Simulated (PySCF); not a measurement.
CHBClNO₂, SMILES O=C=NB(O)Cl.

The structure is a stationary point at TPSSh-D3(BJ)/def2-SVP. The structure was generated by enumeration, and PubChem lists no compound with its InChIKey, so it may never have been made. Other conformers were not sampled.

These are PBE0/def2-TZVP (PySCF) values and carry that method's errors.

Gas-phase values at a fixed geometry.

### Question
Estimate the frontier levels, gap, dipole moment and polarisability. (An estimate is asked for; the answer gives what the named calculation found.)

### Answer

```json
{
  "highest_occupied_level": "-8.95 eV",
  "lowest_empty_level": "-0.92 eV",
  "orbital_gap": "8.03 eV",
  "dipole_moment": "2.28 D",
  "quadrupole, principal values (traceless, Buckingham form, about the centre of nuclear charge)": "-4.08, 1.83, 2.25 D·Å",
  "mean_static_polarisability": "49.4 bohr³ (7.32 Å³)",
  "polarisability_principal_values": "30.3, 44.5, 73.4 bohr³"
}
```
